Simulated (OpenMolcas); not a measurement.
# Mo III: effect of the active space

| Quantity | Value |
| --- | --- |
| Program | OpenMolcas 26.06 |
| Method | CASSCF or its RAS form |
| Basis | ANO-RCC-VQZP |
| Scalar Hamiltonian | DKH2, point nucleus |
| Spin-orbit coupling | state interaction with AMFI integrals over the reference wave functions, term energies averaged over their components |

A. 4 electrons in 5 orbitals (4d); 2S+1 = 5 even, 5 roots; 2S+1 = 3 even, 45 roots; 2S+1 = 1 even, 50 roots; cost roughly 50 core-seconds
B. 4 electrons in 6 orbitals (4d 5s); 2S+1 = 5 even, 15 roots; 2S+1 = 3 even, 95 roots kept (CI in the orbitals of an earlier block); 2S+1 = 1 even, 90 roots kept (CI in the orbitals of an earlier block); cost of the order of 70 core-seconds
C. 10 electrons in 8 orbitals (RAS1 4p, at most 2 holes; RAS2 4d); 2S+1 = 5 even, 5 roots; 2S+1 = 3 even, 45 roots; 2S+1 = 1 even, 50 roots; cost of the order of 50 core-seconds
D. 4 electrons in 10 orbitals (4d 5d); 2S+1 = 5 even, 5 roots; 2S+1 = 3 even, 45 roots; 2S+1 = 1 even, 49 roots; cost about 70 core-seconds

Energies in cm⁻¹ above 4d⁴ ⁵D₀, the measured ground level; measured values from Sugar and Musgrove, J. Phys. Chem. Ref. Data 17, 155 (1988).

```
     Level      A      B      C      D  Measured
   4d⁴ ⁵D₀    0.0    0.0    0.0    0.0       0.0
   4d⁴ ⁵D₁    219    233    238    222       242
   4d⁴ ⁵D₂    622    659    668    632       668
   4d⁴ ⁵D₃   1168   1229   1241   1187      1224
   4d⁴ ⁵D₄   1824   1908   1919   1855      1872
   4d⁴ ³H₄  15780  16087  16723  15290     12680
4d⁴ ³P₀(1)  16175  15017  14290  15592     11149
   4d⁴ ³H₅  16270  16616  17337  15817     13276
   4d⁴ ³H₆  16747  17124  17870  16328     13811
4d⁴ ³P₁(1)  17410  16255  15612  16847     12510
4d⁴ ³F₃(1)  18278  17979  17730  17736     13948
4d⁴ ³F₂(1)  18363  17927  17636  17814          
4d⁴ ³F₄(1)  18517  18250  18062  18011     14296
4d⁴ ³P₂(1)  19317  18221  17594  18772          
   4d⁴ ³G₃  20155  20289  20347  19596     15871
   4d⁴ ³G₄  20562  20764  20812  20022     16283
   4d⁴ ³G₅  20863  21152  21280  20362     16714
   4d⁴ ¹I₆  24178  24946  25809  23579     20290
   4d⁴ ³D₃  25412  25622  24715  24822     19488
   4d⁴ ³D₂  25561  25696  24807  24947     19577
   4d⁴ ³D₁  25811  26025  25113  25193          
4d⁴ ¹G₄(1)  25828  26402  25282  25136     20612
4d⁴ ¹D₂(1)  31196  29611  29641  30414     22806
   4d⁴ ¹F₃  35312  35103  34623  34480
```

Deviations, from unrounded energies. A percentage is the sum of absolute deviations over the sum of measured energies, with the sign that they share, or ± where signs differ.

```
                        Against measurement  Levels      A      B      C      D
             mean absolute deviation (cm-1)      19   3700   3600   3500   3200
      fine structure of the ground term (%)       4   -4.3   ±1.5   ±1.7   -2.8
other terms of the ground configuration (%)      15  +28.6  +28.2  +27.5  +25.1
```

D lies closest to measurement on these levels and A furthest from it. The largest miss of D in the table is 4d⁴ ¹D₂(1), by +7600 cm-1. The ranking rests on the paired levels alone, and a cruder setting can come out closer through cancelling errors.

The spin-orbit steps hold different terms of 4d⁴ (D lacks a ¹S), which shifts levels as well.

Among A to D the level of the table that moves most is 4d⁴ ¹I₆, by 2200 cm-1 (lowest in D, highest in C).

Without dynamic correlation excited terms often stand tens of per cent too high (terms of higher spin than the ground term too low), and those without a measured partner can miss by more than the paired ones. Some levels mix across a computed gap that differs much from the measured one, so their mixing is not that of the real levels. Levels of configurations with an s electron are missing; early in the row they begin among the upper levels of the d shell and mix with terms of their name (holds for A). Terms from blocks run as CI alone lack orbitals of their own (holds for B). Configurations are named by rounded mean occupations; where the s occupation lies near a half they are strongly mixed, a name can repeat and a true partner stay unpaired (holds for B). Active for correlation alone: 4p; no level in the range computed is led by a configuration that opens it, so any true level of that kind is missing (holds for C). Active for correlation alone: 5d; no level in the range computed is led by a configuration that fills it, so any true level of that kind is missing (holds for D). Computed and measured levels are paired by configuration, term and J; levels that our copy of the source lacks, or whose pairing is in doubt (as where it misses far off the trend of its configuration), stay unpaired and out of the deviations. Levels of configurations outside the active space are missing. The table leaves out levels that lie high or whose names do not pair safely across all columns.

A number in round brackets counts repeated terms of one configuration in the order of the reference energies.
